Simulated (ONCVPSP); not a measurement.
**Logarithmic derivatives: Ag, ONCV**

* Element: Ag
* Generator: ONCVPSP 4.0.1
* Type: optimised norm-conserving Vanderbilt (ONCV)
* Functional: revPBE
* Relativity: scalar-relativistic
* Frozen core: [Kr]
* Valence charge: 11
* Reference configuration: 4d10 5s0.75 5p0.25
* Partial waves: 5s: rc 2.10 bohr, ncon 5, nbas 8, qcut 3.1 1/bohr, 2 projectors, debl 3 Ha; 5p: rc 4.00 bohr, ncon 3, nbas 6, qcut 2.1 1/bohr, 1 projector; 4d: rc 1.95 bohr, ncon 3, nbas 8, qcut 8.5 1/bohr, 2 projectors, debl 2 Ha
* Local potential: polynomial inside 1.20 bohr (lpopt 5, dvloc0 1 Ha)
* Core correction: Teter function, parameters optimised by the program

The phase is arctan(r·R′/R) of the radial function R(r), unwrapped; energies in Ha, scanned from -2 to 5 Ha. A pole is an energy at which the radial function vanishes at the test radius. The pseudo phase is shifted by a multiple of π to meet the all-electron one at the reference energy, and phase errors are pseudo minus all-electron; the curves can meet again beyond the range given. Levels narrower than the energy grid can be missing from the lists of poles. Where the grid stepped over a known ghost or core level, its pole and its step of π were put in at the level’s energy.

**Question.** For each channel, where are the poles, and over which energies does the pseudopotential scatter like the atom?

**Answer.**

```json
{"channel": "s", "radius (bohr)": "2.13", "reference energy (Ha)": "-0.17", "poles, all-electron": "2.15", "poles, pseudo": "-1.35, 2.15", "unbroken range about the reference energy with phases within 0.05 rad": "-1.2 to 4.2", "phase error 1 Ha above the reference energy (rad)": "-0.000"}
{"channel": "p", "radius (bohr)": "4.05", "reference energy (Ha)": "-0.04", "poles, all-electron": "0.28, 1.82, 4.20", "poles, pseudo": "-1.31, 0.28, 1.53, 3.49", "unbroken range about the reference energy with phases within 0.05 rad": "-1.3 to 0.5", "phase error 1 Ha above the reference energy (rad)": "-0.296"}
{"channel": "d", "radius (bohr)": "1.98", "reference energy (Ha)": "-0.29", "poles, all-electron": "0.13", "poles, pseudo": "0.13", "unbroken range about the reference energy with phases within 0.05 rad": "the whole range", "phase error 1 Ha above the reference energy (rad)": "-0.000"}
```

Note: ghosts flagged at negative energy: s at -36.9 eV, p at -35.5 eV; no localised positive-energy state flagged. A true bound ghost makes a file unfit for plane-wave use.

Phases in the d channel:

| E (Ha) | all-electron | pseudo |
| --- | --- | --- |
| -1.98 | 1.208 | 1.207 |
| -1.80 | 1.177 | 1.177 |
| -1.62 | 1.137 | 1.137 |
| -1.44 | 1.083 | 1.082 |
| -1.26 | 1.004 | 1.004 |
| -1.08 | 0.879 | 0.878 |
| -0.90 | 0.653 | 0.652 |
| -0.72 | 0.195 | 0.194 |
| -0.54 | -0.535 | -0.535 |
| -0.36 | -1.075 | -1.075 |
| -0.18 | -1.346 | -1.346 |
| 0.00 | -1.497 | -1.497 |
| 0.18 | -1.597 | -1.597 |
| 0.36 | -1.673 | -1.673 |
| 0.54 | -1.738 | -1.738 |
| 0.72 | -1.801 | -1.801 |
| 0.90 | -1.867 | -1.867 |
| 1.08 | -1.944 | -1.944 |
| 1.26 | -2.038 | -2.039 |
| 1.44 | -2.166 | -2.166 |
| 1.62 | -2.347 | -2.347 |
| 1.80 | -2.618 | -2.618 |
| 1.98 | -2.997 | -2.998 |
| 2.16 | -3.425 | -3.426 |
| 2.34 | -3.778 | -3.781 |
| 2.52 | -4.021 | -4.024 |
| 2.70 | -4.182 | -4.185 |
| 2.88 | -4.292 | -4.296 |
| 3.06 | -4.372 | -4.376 |
| 3.24 | -4.432 | -4.436 |
| 3.42 | -4.478 | -4.483 |
| 3.60 | -4.516 | -4.521 |
| 3.78 | -4.547 | -4.553 |
| 3.96 | -4.573 | -4.580 |
| 4.14 | -4.596 | -4.603 |
| 4.32 | -4.616 | -4.624 |
| 4.50 | -4.634 | -4.643 |
| 4.68 | -4.650 | -4.660 |
| 4.86 | -4.665 | -4.677 |
